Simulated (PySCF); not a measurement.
**How methods differ on the excitation energy of Ar(2+)**

Ar(2+) [Ne] 3s2 3p4 (3P) → Ar(2+) [Ne] 3s1 3p4 4s1 (5P), as a difference of total energies. Calculation: PySCF 2.14, in aug-cc-pV(Q+d)Z with one added diffuse shell each of s, p, d, f, g type (8s7p6d4f3g, 114 functions); no relativity, point nucleus. Correlated levels: valence: [Ne] frozen. The calculations carry no spin-orbit coupling.

```csv
method,excitation energy (cm⁻¹)
UHF,290970
LDA,292160
PBE,291120
PBE0,293940
r2SCAN,292760
r2SCANh,293350
r2SCAN0,294220
CAM-B3LYP,296080
MP2 (valence),292260
SCS-MP2 (valence),294100
```

A first-order spin-orbit estimate (lowest level to lowest level, LS coupling) adds -0.007 eV.

The promoted electron is Rydberg-like, and one or two diffuse shells describe it only roughly, which tends to raise the upper state.
